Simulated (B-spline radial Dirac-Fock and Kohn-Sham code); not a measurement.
Scattering functions of Sm⁶⁰⁺

System: the Sm⁶⁰⁺ ion, 1s2.

Calculated with an atomic code on a B-spline grid, using relativistic Hartree-Fock (Dirac-Fock) wave functions, averaged over the configuration. f₀ is the Fourier transform of the spherical electron density, S the Waller-Hartree incoherent function, and s = sin θ/λ.

```tsv
s (Å⁻¹)	f₀	S
0	2.000	0.000
0.05	2.000	0.000
0.1	2.000	0.000
0.15	2.000	0.000
0.2	2.000	0.001
0.25	1.999	0.001
0.3	1.999	0.002
0.35	1.999	0.003
0.4	1.998	0.003
0.45	1.998	0.004
0.5	1.997	0.005
0.6	1.996	0.007
0.7	1.995	0.010
0.8	1.993	0.013
0.9	1.992	0.017
1	1.990	0.020
1.1	1.988	0.025
1.2	1.985	0.029
1.4	1.980	0.040
1.6	1.974	0.052
1.8	1.967	0.065
2	1.960	0.080
2.5	1.938	0.123
3	1.911	0.174
3.5	1.880	0.232
4	1.846	0.296
5	1.768	0.438
6	1.679	0.591
```

f₀ starts at the number of electrons, 2. The sum of ⟨r²⟩ over the electrons is 0.001390 bohr².
